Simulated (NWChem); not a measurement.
# CH2BrF; SMILES FCBr

This build's default masses of Se (78.918 u) and Br (79.917 u) are each other's, which moves their modes by up to 0.6 %. B3LYP is NWChem's, with the RPA form of VWN correlation.

Q: Give the equilibrium geometry at B3LYP/6-31G* (spherical d) (NWChem) as a Z-matrix, with the point group.

A: point group Cs; any orientation.
```
C
F 1 1.3551
H 1 1.0901 2 110.34
H 1 1.0901 3 112.72 2 -123.85
Br 1 1.9742 3 106.41 4 -116.27
```
